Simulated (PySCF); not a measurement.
PBE on Se⁻ (selenium, charge -1), [Ar] 3d10 4s2 4p5, 2P determinant. Calculation: PySCF 2.14, in aug-cc-pVTZ-DK; scalar relativity by spin-free X2C-1e.

```
cycle= 1 E= -2429.55828123671  delta_E= -0.0128  |g|= 0.125  |ddm|= 0.335
cycle= 2 E= -2429.55835371008  delta_E= -7.25e-05  |g|= 0.106  |ddm|= 0.144
cycle= 3 E= -2429.56023220531  delta_E= -0.00188  |g|= 0.0206  |ddm|= 0.0923
cycle= 4 E= -2429.56056263651  delta_E= -0.00033  |g|= 0.00204  |ddm|= 0.0427
cycle= 5 E= -2429.56056711331  delta_E= -4.48e-06  |g|= 0.000121  |ddm|= 0.00522
cycle= 6 E= -2429.5605671359  delta_E= -2.26e-08  |g|= 3.51e-05  |ddm|= 0.000562
cycle= 7 E= -2429.56056713744  delta_E= -1.54e-09  |g|= 3.07e-06  |ddm|= 0.000113
cycle= 8 E= -2429.56056713745  delta_E= -8.19e-12  |g|= 6.99e-08  |ddm|= 1.16e-05
converged SCF energy = -2429.56056713745  <S^2> = 0.753774  2S+1 = 2.0037704
```

Highest occupied orbital energy: 0.990 eV; ⟨L²⟩ = 2.03; populations by l: s 8.00, p 17.00, d 10.00, f 0.00.

Task: Can this result be used?

Result: With care. Self-consistency was reached. At PBE the highest occupied level has a positive energy, so only the finite basis holds that electron; in a semilocal or global hybrid functional this comes from self-interaction and does not mean that the real anion is unbound.
